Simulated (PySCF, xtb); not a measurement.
**Ranking isomers of FH6NSi2**

3 gas-phase structures of FH6NSi2, found in a search over its isomers (lower ones may exist). Each was relaxed with GFN2-xTB; where two conformers were screened, the lower at r2SCAN-D4/def2-SVP is listed:

A. `N[SiH](F)[SiH3]`, a singlet
B. `F[SiH2]N[SiH3]`, a singlet
C. `N[SiH2][SiH2]F`, a singlet

Problem. Make a reasoned guess at their ranking by r2SCAN-D4/def2-SVP single-point energy.

Solution. Calculated order at r2SCAN-D4/def2-SVP: B (0.0), A (10.2), C (20.4) kcal/mol.

Energies above the lowest of each column, in kcal/mol; the last columns are at PBE0-D3(BJ)/def2-SVP geometries and were run for some of them only (a dash: not run or not comparable):

| structure | GFN2-xTB | HF/STO-3G | r2SCAN-D4/def2-SVP | PBE0-D3(BJ)/def2-SVP | CCSD(T)/def2-SVP + ΔMP2/def2-TZVPP |
| --- | --- | --- | --- | --- | --- |
| B | 0.0 | 0.0 | 0.0 | 0.0 | 0.0 |
| A | 30.4 | 8.6 | 10.2 | 10.5 | 15.4 |
| C | 28.8 | 15.4 | 20.4 | – | – |

Every level run on B puts it lowest or level with the lowest. Flexible structures stand in one conformer each, not always the lowest. Frequencies (GFN2-xTB) were run for A, B alone. ΔMP2 is the change of the MP2 energy from the smaller to the larger basis.

Programs: PySCF 2.14.0, xtb 6.7.1.
